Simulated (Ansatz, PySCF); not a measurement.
This PySCF input computes a r2SCAN/def2-TZVPD energy:

```python
from pyscf import gto, scf, dft

mol = gto.M(
    atom='''
    Si   -0.31122260   -0.21252892    0.78933338
    F    -1.46858888   -1.00061632   -0.09876316
    Cl   -0.44040154    1.75730751   -0.29804621
    Cl    1.47419074   -1.05254565   -0.29970667
    ''',
    basis='def2-tzvpd',
    charge=-1,
    spin=0,
    verbose=4,
)

mf = dft.RKS(mol, xc='r2scan').density_fit(auxbasis='def2-universal-jkfit')
mf.grids.level = 4
mf.conv_tol = 1e-9
mf.max_cycle = 100
mf.max_memory = 1500
mf.kernel()
if not mf.converged:
    mf = mf.newton()
    mf.kernel(mf.make_rdm1())
mf.analyze()
```

### Question
Write an input for the same energy in Ansatz (a first-principles code) and say what it gives.

### Answer

Ansatz 0.2 input:
```yaml
crystal:
  periodic: [false, false, false]
  atoms:
    - {symbol: Si, position_ang: [-0.31122260, -0.21252892, 0.78933338]}
    - {symbol: F, position_ang: [-1.46858888, -1.00061632, -0.09876316]}
    - {symbol: Cl, position_ang: [-0.44040154, 1.75730751, -0.29804621]}
    - {symbol: Cl, position_ang: [1.47419074, -1.05254565, -0.29970667]}
basis:
  gaussian:
    orbitals: def2-TZVPD
hamiltonian:
  xc: {name: r2SCAN}
total_charge: -1
output: {forces: true}
```
It gives -1309.91291 Eh, and PySCF -1309.91294 Eh, a difference of 0.03 mEh, from the treatment of integrals and grids.
